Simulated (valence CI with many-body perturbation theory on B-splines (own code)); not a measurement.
Questions on Sb²⁸⁺

Computed by configuration interaction combined with many-body perturbation theory (CI+MBPT): five valence electrons over a frozen Dirac-Fock core [Ar], a basis of 7 s, 7 p, 8 d, 6 f, 4 g, 1 h functions for each j, with the one-electron correlation potential Σ1 (screened to all orders), the two-electron term Σ2, the three-electron term Σ3, Breit, model QED; selected single and double excitations, second order for the rest (own B-spline code, finite nucleus).

No measured spectrum was set against this ion. As an estimate, large intervals hold to a few tenths of a per cent, small ones and those within an open d or f shell to about a per cent. Only levels of the ground parity were solved; by the run's estimate the other parity begins above the list, which can be wrong where configurations are misplaced.

Levels are named by their leading jj configuration (3d3/2^4 stands for four electrons in 3d with j = 3/2), which in mixed levels can hold well under half, so a name can repeat and another be missing.

Rates and lifetimes use the calculated energies. Strong lines usually hold to 10 to 20 %, long lifetimes can be off by a factor of two.

Question: What is the ground level?

Answer: (3d3/2^3 3d5/2^2) J=5/2, composition 69 % 3d5 6S + 23 % 3d5 4P + 4 % 3d5 2D, g = 1.834.

Question: How well does LS coupling describe the low levels?

Answer: Among the lowest 20 levels the leading LS term, summed over configurations, holds 52 % on average. For single configurations the figures are 52 % in LS and 71 % in jj coupling. Terms mix most in the J = 5/2 level at 85862 cm⁻¹, where the leading one holds 25 %.

Question: What is the ionisation energy?

Answer: 1605.7 eV; NIST lists 1606 ± 4 eV (theoretical).
